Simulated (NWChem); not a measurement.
# BH3SO; SMILES SBO

```xyz
6

B     -0.5678    -0.6033     0.0000
H     -1.7505    -0.7428     0.0000
O      0.1984    -1.7213     0.0000
H      1.1537    -1.5593     0.0000
S      0.0285     1.1230     0.0000
H      1.3631     0.8936     0.0000
```
Atoms are numbered in this order, from 1.

Computed with NWChem. Coordinates come from a B3LYP/6-31G* (spherical d) optimisation. Vzz is the largest principal value of the second derivative of the potential at the nucleus (NWChem prints the opposite sign); η is the asymmetry. Non-relativistic.

```tsv
level	Vzz B1 (a.u.)	η B1	Vzz O3 (a.u.)	η O3	Vzz S5 (a.u.)	η S5	relative time
B3LYP/def2-TZVP	0.375	0.48	1.268	0.08	2.054	0.59	4
B3LYP/cc-pVTZ	0.375	0.50	1.265	0.08	1.836	0.62	9
PBE0/def2-SVP	0.324	0.49	1.287	0.12	1.829	0.68	1
PBE0/cc-pVTZ	0.367	0.51	1.240	0.10	1.767	0.63	9
```

Relative times are rough (shared machine, one core).
